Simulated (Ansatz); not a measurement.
Molecular dynamics, step by step

GePH₇, closed shell, BLYP-D4/def2-SVP (Ansatz 0.2.0). Settings (timestep in fs, temperature in K; T counts 21 degrees of freedom):

```yaml
hamiltonian: {xc: {name: BLYP}, dispersion: d4}
md: {n_steps: 30, timestep: 0.75, temperature: 300, ensemble: nve, seed: 526, initial_velocities: maxwell_boltzmann}
```

Start, the saddle point found with PBE0-D4 in triple zeta (not stationary at another level):

```
9
angstrom
Ge -0.8710 0.7829 -0.2922
H -0.7013 -1.0821 -0.3258
H -1.5264 0.7223 -1.6938
H -1.9278 0.8246 0.8210
H -0.0838 2.1112 -0.2925
H -0.0238 -1.6160 0.3013
P 1.1073 -0.5569 0.7587
H 2.4613 -0.4716 1.2926
H 1.5654 -0.7142 -0.5694
```

```tsv
step	time (fs)	potential energy less the start (meV)	kinetic energy (meV)	T (K)
0	0.00	0.0	271.4	300
2	1.50	8.2	263.5	291
4	3.00	30.8	240.9	266
6	4.50	67.2	204.5	226
8	6.00	112.8	159.1	176
10	7.50	155.1	117.0	129
12	9.00	178.9	93.4	103
14	10.50	176.1	96.1	106
16	12.00	150.5	121.6	134
18	13.50	111.0	161.0	178
20	15.00	62.4	209.6	232
22	16.50	6.0	266.0	294
24	18.00	-53.0	324.9	359
26	19.50	-116.3	388.6	430
28	21.00	-222.0	494.8	547
30	22.50	-405.8	678.1	749
```

Step 2, positions (Å) and forces (eV/Å):

```csv
atom,x,y,z,Fx,Fy,Fz
Ge1,-0.872,0.785,-0.294,-0.198,0.203,0.382
H2,-0.711,-1.116,-0.299,-0.174,-0.188,-0.191
H3,-1.540,0.701,-1.669,-0.200,0.049,-0.530
H4,-1.941,0.836,0.826,-0.050,0.008,0.061
H5,-0.098,2.130,-0.272,0.085,0.121,-0.059
H6,0.025,-1.621,0.294,-0.297,-0.329,0.006
P7,1.108,-0.560,0.761,0.447,0.106,0.565
H8,2.482,-0.501,1.264,0.311,0.056,0.255
H9,1.598,-0.703,-0.555,0.078,-0.025,-0.490
```

Step 14, positions (Å) and forces (eV/Å):

| atom | x | y | z | Fx | Fy | Fz |
| --- | --- | --- | --- | --- | --- | --- |
| Ge1 | -0.881 | 0.796 | -0.302 | -1.039 | -0.507 | -0.117 |
| H2 | -0.775 | -1.263 | -0.229 | 0.306 | 0.477 | -0.163 |
| H3 | -1.650 | 0.623 | -1.697 | 0.440 | 0.287 | 0.349 |
| H4 | -1.966 | 0.895 | 0.814 | 0.000 | -0.083 | 0.020 |
| H5 | -0.174 | 2.189 | -0.212 | 0.168 | -0.168 | -0.272 |
| H6 | 0.151 | -1.769 | 0.278 | -0.194 | 0.497 | 0.183 |
| P7 | 1.128 | -0.577 | 0.779 | 1.226 | -0.713 | -0.388 |
| H8 | 2.579 | -0.624 | 1.215 | -0.411 | 0.237 | 0.259 |
| H9 | 1.698 | -0.629 | -0.560 | -0.495 | -0.027 | 0.131 |

Step 26, positions (Å) and forces (eV/Å):

```tsv
atom	x	y	z	Fx	Fy	Fz
Ge1	-0.900	0.802	-0.308	-0.641	-0.524	0.394
H2	-0.691	-1.055	-0.299	-0.281	0.751	-0.271
H3	-1.569	0.723	-1.682	-0.311	0.150	-0.548
H4	-1.986	0.904	0.813	0.103	0.040	-0.101
H5	-0.113	2.155	-0.325	0.203	-0.243	0.043
H6	0.150	-1.676	0.386	0.531	-0.245	0.347
P7	1.172	-0.605	0.793	-0.119	0.673	-0.007
H8	2.529	-0.630	1.359	0.205	-0.532	-0.130
H9	1.547	-0.576	-0.598	0.311	-0.071	0.273
```

Last step (30):

| atom | x (Å) | y (Å) | z (Å) |
| --- | --- | --- | --- |
| Ge1 | -0.9078 | 0.8030 | -0.3101 |
| H2 | -0.6805 | -0.8707 | -0.3620 |
| H3 | -1.5621 | 0.7859 | -1.7345 |
| H4 | -1.9992 | 0.9073 | 0.8209 |
| H5 | -0.0428 | 2.1303 | -0.3706 |
| H6 | 0.2078 | -1.6302 | 0.4686 |
| P7 | 1.1857 | -0.6136 | 0.7981 |
| H8 | 2.5535 | -0.6819 | 1.4105 |
| H9 | 1.5310 | -0.5724 | -0.6154 |

Hardware: 2 CPU threads of an Arm Neoverse V1, shared host. Wall time about 36 s.
